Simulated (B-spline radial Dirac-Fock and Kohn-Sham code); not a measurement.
## Satellites and hypersatellites of the K lines of Ir

System: atomic iridium, [Xe] 4f14 5d7 6s2.

Calculated with a B-spline atomic structure program, using Dirac-Fock energy differences between relaxed states, corrected for Breit and QED terms. Each two-hole energy is an average over J within one jj subconfiguration, not an observable level; in light atoms, where LS coupling holds, the j-resolved values are not observed lines, and for a K spectator the Kα1 hypersatellite is nearly forbidden. Correlation energy is missing from these numbers.

Lines without a spectator: Kα2 (K-L2) 63282.4 eV, Kα1 (K-L3) 64891.6 eV, Kβ3 (K-M2) 73194.2 eV, Kβ1 (K-M3) 73550.7 eV. Shifts in eV with one spectator hole (a dash: not computed, or left out as unreliable):

```
spectator hole      Kα2      Kα1      Kβ3      Kβ1
        K (1s)  +1042.5  +1128.6  +1351.6  +1371.8
    L2 (2p1/2)   +135.1   +184.0        –   +344.6
    L3 (2p3/2)    +97.9   +109.0   +252.5        –
    M2 (3p1/2)        –   +29.50    +55.4    +65.9
    M3 (3p3/2)   +15.27        –    +45.7    +46.5
    M5 (3d5/2)    -0.56    +3.73        –        –
```
